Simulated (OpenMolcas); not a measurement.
## Gd IV: from RASSCF to RASPT2

| Quantity | Value |
| --- | --- |
| Program | OpenMolcas |
| Basis | ANO-R2 [8s6p5d3f1g] |
| Scalar Hamiltonian | X2C, finite nucleus |
| Active space | 7 electrons in 12 orbitals (RAS2 4f; RAS3 5d, at most 1 electron) |
| State averaging | 2S+1 = 8 odd, 1 root; 2S+1 = 6 odd, 48 roots; 2S+1 = 4 odd, 119 roots kept (CI in the orbitals of an earlier block); 2S+1 = 2 odd, 113 roots kept (CI in the orbitals of an earlier block); 2S+1 = 8 even, 35 roots (16 in the spin-orbit step); 2S+1 = 6 even, 35 roots kept (CI in the orbitals of an earlier block, 3 in the spin-orbit step); 2S+1 = 4 even, 1 root kept (CI in the orbitals of an earlier block, 0 in the spin-orbit step) |
| Spin-orbit coupling | RASSI with atomic mean-field integrals over the reference wave functions, term energies averaged over their components |

Methods on the same reference wave functions:
A. RASSCF
B. SS-RASPT2, IPEA 0.25 Eh, imaginary shift 0.1 Eh (closed shells correlated: 5s 5p)

Energies in cm-1 above 4f7 8S* 7/2.

```
                 Level      A      B
           4f7 8S* 7/2    0.0    0.0
           4f7 6P* 7/2  39963  35950
           4f7 6P* 5/2  40471  36400
           4f7 6P* 3/2  40987  36920
           4f7 6I* 7/2  43413  40590
           4f7 6I* 9/2  43819  41010
          4f7 6I* 17/2  43961  41190
          4f7 6I* 11/2  44162  41370
          4f7 6I* 15/2  44340  41570
          4f7 6I* 13/2  44366  41590
           4f7 6D* 9/2  49077  44790
           4f7 6D* 1/2  50156  45930
           4f7 6D* 7/2  50465  46200
           4f7 6D* 3/2  50512  46280
           4f7 6D* 5/2  50777  46530
          4f7 6G* 13/2  66317  60350
          4f7 4N* 17/2  66712  65040
          4f7 4N* 23/2  67535  66110
          4f7 4N* 19/2  67711  66220
          4f7 4N* 21/2  68075  66660
    4f7 6F* 5/2 [72 %]  69274  63240
4f7 4H* 11/2(1) [73 %]  70062  65900
```

From A to B the spin-free energies of the other terms of 4f7 shown, above 8S*, scale by factors of 0.90 to 0.98.

The lowest spin-free term lies below A's lowest term by 0.465 hartree in B.

Term energies are means over components that CASPT2 splits; among the terms shown or strongly mixed into the levels shown the widest spread is 47 cm-1 (4f7 4N*, B). High states are left out of the spin-orbit mixing, which shifts the levels that they would mix with. Terms from blocks run as CI alone lack orbitals of their own. Without dynamic correlation excited terms often stand tens of per cent too high (terms of higher spin than the ground term too low), and those without a measured partner can miss by more than the paired ones (holds for A). Each CASPT2 term energy is a mean over a sample of three components (holds for B). Only configurations of the active space appear. The table leaves out levels that lie high or whose names do not pair safely across all columns.

A share in square brackets marks a mixed level and gives the weight of the term that names it, the lowest over the columns. A number in round brackets counts repeated terms of one configuration in the order of the reference energies. * marks odd parity.
